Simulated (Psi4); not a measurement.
C₃H₃, charge -1, singlet, geometry from GFN2-xTB (a gas-phase anion, which may not be bound at this level); MP2/STO-3G (Psi4).

Psi4 was given this input:
```
memory 2 GB

molecule mol {
-1 1
C     0.127599    0.002351    0.979809
C     0.049146   -0.650135   -0.428757
C     0.030200    0.650860   -0.429411
H    -1.005144   -0.013916    1.436906
H    -0.096327   -1.508647   -1.082620
H    -0.140201    1.504114   -1.084134
}

set {
  basis sto-3g
  reference rhf
  freeze_core true
  mp2_type conv
  scf_type pk
  puream true
  d_convergence 1e-8
}

energy('mp2')
print_variables()
```

Output, abridged:

```
   => Loading Basis Set <=

    Name: STO-3G
    Role: ORBITAL
    Keyword: BASIS

         ---------------------------------------------------------
                                   SCF
               by Justin Turney, Rob Parrish, Andy Simmonett
                          and Daniel G. A. Smith
                              RHF Reference
         ---------------------------------------------------------

  ==> Geometry <==

    Molecular point group: c1
    Full point group: C1

    Geometry (in Angstrom), charge = -1, multiplicity = 1:

       Center              X                  Y                   Z               Mass
    ------------   -----------------  -----------------  -----------------  -----------------
         C            0.096029492837     0.001881573945     0.961252658872    12.000000000000
         C            0.017576492837    -0.650604426055    -0.447313341128    12.000000000000
         C           -0.001369507163     0.650390573945    -0.447967341128    12.000000000000
         H           -1.036713507163    -0.014385426055     1.418349658872     1.007825032230
         H           -0.127896507163    -1.509116426055    -1.101176341128     1.007825032230
         H           -0.171770507163     1.503644573945    -1.102690341128     1.007825032230

  Running in c1 symmetry.

  Rotational constants: A =      1.05541  B =      0.77997  C =      0.48020 [cm^-1]
  Rotational constants: A =  31640.36162  B =  23382.93128  C =  14395.95786 [MHz]
  Nuclear repulsion =   56.230501301667630

  Charge       = -1
  Multiplicity = 1
  Electrons    = 22
  Nalpha       = 11
  Nbeta        = 11

  ==> Algorithm <==

  SCF Algorithm Type is PK.
  DIIS enabled.
  MOM disabled.
  Fractional occupation disabled.
  Guess Type is SAD.
  Energy threshold   = 1.00e-08
  Density threshold  = 1.00e-08
  Integral threshold = 1.00e-12

  ==> Primary Basis <==

  Basis Set: STO-3G
    Blend: STO-3G
    Number of shells: 12
    Number of basis functions: 18
    Number of Cartesian functions: 18
    Spherical Harmonics?: true
    Max angular momentum: 1

  ==> Integral Setup <==

  Using in-core PK algorithm.
   Calculation information:
      Number of atoms:                   6
      Number of AO shells:              12
      Number of primitives:             36
      Number of atomic orbitals:        18
      Number of basis functions:        18

      Integral cutoff                 1.00e-12
      Number of threads:                 1

  Performing in-core PK
  Using 29412 doubles for integral storage.
  We computed 3076 shell quartets total.
  Whereas there are 3081 unique shell quartets.

  ==> DiskJK: Disk-Based J/K Matrices <==

    J tasked:                  Yes
    K tasked:                  Yes
    wK tasked:                  No
    Schwarz Cutoff:          1E-12

  Minimum eigenvalue in the overlap matrix is 1.8306221487E-01.
  Reciprocal condition number of the overlap matrix is 7.5881298907E-02.
    Using symmetric orthogonalization.

  ==> Pre-Iterations <==

  SCF Guess: Superposition of Atomic Densities via on-the-fly atomic UHF (no occupation information).

   -------------------------
    Irrep   Nso     Nmo
   -------------------------
     A         18      18
   -------------------------
    Total      18      18
   -------------------------

  ==> Iterations <==

                        Total Energy        Delta E     RMS |[F,P]|

   @RHF iter SAD:  -111.46961889527107   -1.11470e+02   0.00000e+00
   @RHF iter   1:  -113.46521956961425   -1.99560e+00   1.53719e-02 ADIIS/DIIS
   @RHF iter   2:  -113.52537944056463   -6.01599e-02   4.09918e-03 ADIIS/DIIS
   @RHF iter   3:  -113.52893847076959   -3.55903e-03   6.51927e-04 ADIIS/DIIS
   @RHF iter   4:  -113.52909843992065   -1.59969e-04   9.97957e-05 DIIS
   @RHF iter   5:  -113.52910317563953   -4.73572e-06   2.61070e-05 DIIS
   @RHF iter   6:  -113.52910363170503   -4.56065e-07   4.92620e-06 DIIS
[...]
  @RHF Final Energy:  -113.52910365399994
    Total Energy =                       -113.5291036539999396
  DIE_IF_NOT_CONVERGED          => (empty)
[...]
  PARENT_SYMMETRY               => (empty)
  PCG_BETA_TYPE                 => (empty)
  PCG_CONVERGENCE               => (empty)
  PCG_MAXITER                   => (empty)
  PCM                           => (empty)
  PE                            => (empty)
  PRINT                         => (empty)
  PRINT_NOONS                   => (empty)
  PROPERTIES                    => (empty)
  PROPERTIES_ORIGIN             => (empty)
  PUREAM                        => TRUE            !
  QC_MODULE                     => (empty)
  RAS1                          => (empty)
  RAS2                          => (empty)
  RAS3                          => (empty)
  RAS4                          => (empty)
  RELATIVISTIC                  => (empty)
  RELAXED                       => (empty)
  REMP_A                        => (empty)
  RESTRICTED_DOCC               => (empty)
  RESTRICTED_UOCC               => (empty)
  RMS_MOGRAD_CONVERGENCE        => (empty)
  R_CONVERGENCE                 => (empty)
  SCF_TYPE                      => PK              !
  SCREENING                     => (empty)
  SCS_TYPE                      => (empty)
  SOCC                          => (empty)
  SOS_TYPE                      => (empty)
  SPIN_SCALE_TYPE               => NONE            !
  SS_SCALE                      => (empty)
  SYMMETRIZE                    => (empty)
  TPDM_ABCD_TYPE                => (empty)
  WFN                           => (empty)
  WFN_TYPE                      => OMP2            !
  WRITER_FILE_LABEL             => (empty)
  ZORA_BASIS_TOLERANCE          => (empty)
  ZORA_NR_DEBUG                 => (empty)
  ZORA_PRUNING_SCHEME           => (empty)
  ZORA_RADIAL_POINTS            => (empty)
  ZORA_SPHERICAL_POINTS         => (empty)

 ==============================================================================
 ==============================================================================
 ==============================================================================

                             MP2
                    Program Written by Ugur Bozkaya,
              Additional Contributions by J. P. Misiewicz

 ==============================================================================
 ==============================================================================
 ==============================================================================

	MO spaces per irreps...

	IRREP   FC    OCC   VIR  FV
	==============================
	   A     3     8     7    0
	==============================

	Cost of iabc is      0 MB
	Cost of abcd is      0 MB
	Switching to the incore algorithm for iabc..
	Switching to the incore algorithm for abcd..

	Computing MP2 energy using SCF MOs (Canonical MP2)...
	==============================================================================
	Nuclear Repulsion Energy (a.u.)    :    56.23050130166763
	SCF Energy (a.u.)                  :  -113.52910365399994
	REF Energy (a.u.)                  :  -113.52910365399994
	Alpha-Alpha Contribution (a.u.)    :    -0.01456977363117
	Alpha-Beta Contribution (a.u.)     :    -0.14634207010784
	Beta-Beta Contribution (a.u.)      :    -0.01456977363117
	Scaled_SS Correlation Energy (a.u.):    -0.00971318242078
	Scaled_OS Correlation Energy (a.u.):    -0.17561048412941
	SCS-MP2 Total Energy (a.u.)        :  -113.71442732055014
	SOS-MP2 Total Energy (a.u.)        :  -113.71934834514013
	SCSN-MP2 Total Energy (a.u.)       :  -113.58038925718166
	SCS-MP2-VDW Total Energy (a.u.)    :  -113.73099127736914
	SOS-PI-MP2 Total Energy (a.u.)     :  -113.73398255215092
	MP2 Correlation Energy (a.u.)      :    -0.17548161737019
	MP2 Total Energy (a.u.)            :  -113.70458527137014
	==============================================================================

  Variable Map:
  ----------------------------------------------------------------------------
[...]
  Array Variable Map:
  ----------------------------------------------------------------------------
[...]
[...]
```
